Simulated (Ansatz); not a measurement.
Species: [Ta(CH3)5] (charge 0, multiplicity 1).

Q: Give a relaxed geometry from Ansatz (a quantum-chemistry and plane-wave program) with PBE-D3(BJ)/def2-SVP.

A: the end point of this relaxation.
Z-matrix (Å, degrees):
```
Ta
C 1 2.1572
H 2 1.1141 1 111.40
H 2 1.1141 3 107.46 1 122.28
H 2 1.1142 3 107.41 4 115.30
C 1 2.1853 2 112.24 3 60.15
H 6 1.1095 1 115.54 2 179.75
H 6 1.1130 7 108.03 1 -122.03
H 6 1.1131 7 108.02 8 -116.14
C 1 2.1854 2 112.54 3 -29.76
H 10 1.1094 1 115.46 2 -179.23
H 10 1.1127 11 108.09 1 122.44
H 10 1.1134 11 108.03 12 116.18
C 1 2.1855 2 112.52 3 150.03
H 14 1.1094 1 115.47 2 178.73
H 14 1.1126 15 108.10 1 -122.55
H 14 1.1135 15 108.02 16 -116.17
C 1 2.1857 2 112.91 3 -119.88
H 18 1.1094 1 115.26 2 179.80
H 18 1.1129 19 108.09 1 -121.97
H 18 1.1130 19 108.08 20 -116.21
```
